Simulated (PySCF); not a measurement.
Radial density of C⁺ (carbon, charge +1)

B3LYP, [He] 2s2 2p1, 2P determinant. Computed with PySCF 2.14 in Sapporo-DZP-2012, with the spin-free X2C one-electron Hamiltonian (Gaussian nucleus).

```json
{"r (bohr)": "0.00508", "4πr²ρ (e/bohr)": "0.03845", "4πr²(ρα − ρβ)": "0.0000"}
{"r (bohr)": "0.00855", "4πr²ρ (e/bohr)": "0.1060", "4πr²(ρα − ρβ)": "0.0000"}
{"r (bohr)": "0.0144", "4πr²ρ (e/bohr)": "0.2818", "4πr²(ρα − ρβ)": "0.0000"}
{"r (bohr)": "0.0242", "4πr²ρ (e/bohr)": "0.7050", "4πr²(ρα − ρβ)": "0.0000"}
{"r (bohr)": "0.0407", "4πr²ρ (e/bohr)": "1.643", "4πr²(ρα − ρβ)": "0.0000"}
{"r (bohr)": "0.0685", "4πr²ρ (e/bohr)": "3.338", "4πr²(ρα − ρβ)": "0.0006"}
{"r (bohr)": "0.115", "4πr²ρ (e/bohr)": "5.466", "4πr²(ρα − ρβ)": "0.0045"}
{"r (bohr)": "0.194", "4πr²ρ (e/bohr)": "6.192", "4πr²(ρα − ρβ)": "0.0260"}
{"r (bohr)": "0.326", "4πr²ρ (e/bohr)": "3.917", "4πr²(ρα − ρβ)": "0.1121"}
{"r (bohr)": "0.548", "4πr²ρ (e/bohr)": "1.510", "4πr²(ρα − ρβ)": "0.3238"}
{"r (bohr)": "0.922", "4πr²ρ (e/bohr)": "1.908", "4πr²(ρα − ρβ)": "0.6275"}
{"r (bohr)": "1.55", "4πr²ρ (e/bohr)": "1.700", "4πr²(ρα − ρβ)": "0.5152"}
{"r (bohr)": "2.61", "4πr²ρ (e/bohr)": "0.3423", "4πr²(ρα − ρβ)": "0.1100"}
{"r (bohr)": "4.39", "4πr²ρ (e/bohr)": "0.01516", "4πr²(ρα − ρβ)": "0.0074"}
```

Densities and radii are taken from the X2C orbitals without a picture-change correction, which distorts them close to the nucleus.
